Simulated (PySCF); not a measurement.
Isomers of C7H10ClF3, from PBE0-D3(BJ)/def2-SVP geometry optimisation, gas phase (PySCF 2.14.0). One conformer each, no zero-point energy, no frequencies.

Question: Which is lower in electronic energy at this level?
A. `[F:1][C:2]([F:3])([F:4])[C@H:5]1[CH2:6][CH2:7][C@@H:8]([Cl:9])[CH2:10][CH2:11]1` with C2–C5–C6–C7 179°, C5–C6–C7–C8 -54°, C6–C7–C8–Cl9 -69°, C7–C8–C10–C11 -53°: A = 1825, B = 534.3, C = 525.9 MHz, dipole 3.02 D
B. `[CH3:1][C:2]([CH3:3])([CH2:4][Cl:5])[CH2:6][C:7]([F:8])=[C:9]([F:10])[F:11]` with C1–C2–C4–Cl5 180°, C1–C2–C6–C7 65°, C2–C6–C7–F8 79°: A = 1692, B = 468.4, C = 443.1 MHz, dipole 2.05 D

Answer: A. That is `Cl[C@H]1CC[C@@H](C(F)(F)F)CC1`, 51.4 kcal/mol below the other.

```csv
SMILES,mapped SMILES,E (Eh),relative (kcal/mol),relative (kJ/mol),dipole (D)
FC(F)(F)[C@H]1CC[C@@H](Cl)CC1,[F:1][C:2]([F:3])([F:4])[C@H:5]1[CH2:6][CH2:7][C@@H:8]([Cl:9])[CH2:10][CH2:11]1,-1031.23649,0.0,0.0,3.02
CC(C)(CCl)CC(F)=C(F)F,[CH3:1][C:2]([CH3:3])([CH2:4][Cl:5])[CH2:6][C:7]([F:8])=[C:9]([F:10])[F:11],-1031.15455,51.4,215.1,2.05
```

As drawn, the higher has a C=C bond outside aromatic rings and a quaternary carbon, which the lower lacks.
